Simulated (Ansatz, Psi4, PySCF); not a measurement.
C$_{2}$HO (SMILES [CH]=C=O), doublet, at a GFN2-xTB geometry. Base run: MP2/6-311G** (PySCF).

PySCF was given this input:
```python
from pyscf import gto, scf, mp

mol = gto.M(
    atom='''
C     0.020962   -0.291180   -1.196607
C     0.004407    0.004021    0.017111
H     0.107673   -0.539854   -2.209945
O    -0.032486    0.282851    1.160865
''',
    basis='6-311g**',
    charge=0,
    spin=1,
    verbose=3,
)

mf = scf.UHF(mol)
mf.kernel()

pt = mp.MP2(mf)
pt.kernel()
print('E(MP2) = %.10f' % pt.e_tot)
```

The same geometry, method and basis name were run in Ansatz (a first-principles code) and Psi4 and PySCF, at each program's defaults and at the settings that a row names. The base is PySCF at its defaults. Differences at the defaults can come from grids, fitting, cores and function types together.

```tsv
code and settings	ΔE vs base (mEh)	basis functions	E (Eh)	SCF cycles
PySCF, defaults (exact integrals, spherical functions, all electrons correlated)	0.000	60	-151.60307	17
Psi4, defaults (density fitting with its default set, spherical functions, all electrons correlated)	0.123	60	-151.60294	19
Ansatz, defaults (factorised integrals, spherical functions, frozen core)	56.138	60	-151.54693	-
PySCF, frozen core	56.134	60	-151.54693	17
Psi4, exact integrals, spherical functions, frozen core	56.137	60	-151.54693	19
Ansatz, high accuracy, frozen core	56.137	60	-151.54693	-
```

Open shells are given as the SCF converged; they aren't shown to be the lowest states, and a large step between rows can be another state.
